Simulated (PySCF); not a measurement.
Below is a simulated gas-phase F 1s photoelectron spectrum of Se(OMe)F5 (`CO[Se](F)(F)(F)(F)F`).

Every computed line was given a Gaussian of 0.7 eV full width at half maximum and an area set by the number of equivalent atoms; the highest printed point is 100. Method used: delta-SCF UKS SCAN, pcX-2 on the ionised atom, pcseg-1 elsewhere, spin-free X2C in PySCF 2.14.0.

```json
{"binding energy (eV)": "692.2", "intensity": "0"}
{"binding energy (eV)": "692.3", "intensity": "1"}
{"binding energy (eV)": "692.4", "intensity": "3"}
{"binding energy (eV)": "692.5", "intensity": "6"}
{"binding energy (eV)": "692.6", "intensity": "13"}
{"binding energy (eV)": "692.7", "intensity": "24"}
{"binding energy (eV)": "692.8", "intensity": "40"}
{"binding energy (eV)": "692.9", "intensity": "59"}
{"binding energy (eV)": "693.0", "intensity": "79"}
{"binding energy (eV)": "693.1", "intensity": "94"}
{"binding energy (eV)": "693.2", "intensity": "100"}
{"binding energy (eV)": "693.3", "intensity": "96"}
{"binding energy (eV)": "693.4", "intensity": "82"}
{"binding energy (eV)": "693.5", "intensity": "63"}
{"binding energy (eV)": "693.6", "intensity": "44"}
{"binding energy (eV)": "693.7", "intensity": "27"}
{"binding energy (eV)": "693.8", "intensity": "15"}
{"binding energy (eV)": "693.9", "intensity": "8"}
{"binding energy (eV)": "694.0", "intensity": "3"}
{"binding energy (eV)": "694.1", "intensity": "1"}
{"binding energy (eV)": "694.2", "intensity": "1"}
{"binding energy (eV)": "694.3", "intensity": "0"}
```

Problem. How many maxima does the curve show, and how many computed lines lie under it?

Solution. The curve has 1 maximum (at 693.2 eV). Under it lie 2 lines from 2 inequivalent fluorine sites. At this width some lines have no maximum of their own.

Problem. Decompose the envelope and assign each component. Bonds: Se1–O2, Se1–F7, Se1–F8, Se1–F9, Se1–F10, Se1–F11, O2–C3. Hydrogens: H4, H5, H6 on C3.

Solution. 
```
position (eV)  relative area  line          atoms            environment
       693.18              4  F 1s  F8/F9/F10/F11  fluorine bonded to Se
       693.33              1  F 1s             F7  fluorine bonded to Se
```

Problem. What are the centre and the root-mean-square width of the whole band?

Solution. The area-weighted mean of the lines is 693.21 eV. Their own spread about it is 0.06 eV (rms) and each Gaussian has σ = 0.7/2.355 = 0.30 eV; the variances add, which gives 0.30 eV.

The 2 F 1s values lie within 0.15 eV of each other; Gaussian lines of 0.5 eV full width would blend them into one maximum.

No satellites, vibrations or lifetime broadening are included. One atom of each set of topologically equivalent atoms was ionised and stands for the set; in this conformer not all members are related by symmetry, and their own values weren't computed. Isolated species at its PBE0-D3(BJ)/def2-SVP geometry, gas phase.
